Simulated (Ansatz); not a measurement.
Consider the formal hydrolysis of the Sn–C bond: `N#[C][Sn]([F])([F])[F]` + H₂O → `[OH][Sn]([F])([F])[F]` + `C#N`.

Calculated with Ansatz (gas phase, PBE0-D4/def2-TZVP geometries, no zero-point term in ΔE). CCSD(T)/CBS adds triple-zeta CCSD(T) − MP2 to the extrapolated MP2 energy (def2 sets, frozen cores). This one scheme is used for every species. def2 core potentials past Kr. For Sn outer-core shells are correlated without core-valence functions, which leaves a few kJ/mol of doubt a bond. Each species was taken in one conformer, which may not be the lowest.

`N#[C][Sn]([F])([F])[F]`:

Cartesian coordinates in Å:
```
N -1.150 2.385 0.399
C -0.658 1.360 0.224
Sn 0.232 -0.481 -0.080
F -0.774 -1.862 0.701
F 1.953 -0.538 0.669
F 0.397 -0.864 -1.912
```

H₂O:

Cartesian coordinates in Å:
```
O -0.183 0.279 0.200
H -0.273 0.076 -0.733
H 0.456 -0.355 0.533
```

`[OH][Sn]([F])([F])[F]`:

Cartesian coordinates in Å:
```
O -1.350 -0.732 -0.307
Sn 0.310 0.208 -0.104
F 0.701 0.479 1.725
F 0.246 1.878 -0.967
F 1.759 -0.723 -0.868
H -1.665 -1.110 0.521
```

`C#N`:

Z-matrix (Å, degrees):
```
C
N 1 1.146
H 1 1.069 2 180.0
```

```tsv
species	CCSD/CBS(def2) energy (Eh)
`N#[C][Sn]([F])([F])[F]`	-606.17587
H₂O	-76.37179
`[OH][Sn]([F])([F])[F]`	-589.25245
`C#N`	-93.30349
```

Work out ΔE.

ΔE = (-589.25245) + (-93.30349) − (-606.17587) − (-76.37179) = -0.00828 Eh = -21.7 kJ/mol. CCSD(T)/CBS gives -21.3 kJ/mol.

Largest T1 diagnostic among the species: 0.015.

Leaving LDA and LC-ωPBE aside and taking each functional with its dispersion term where it has one, the values, not all of them listed here, spread over 8.6 kJ/mol, from BLYP-D4 to PBE-QIDH. From PBE to PBE0 (25 % exact exchange), in def2-TZVPP and without D4, ΔE moves by +3.4 kJ/mol.
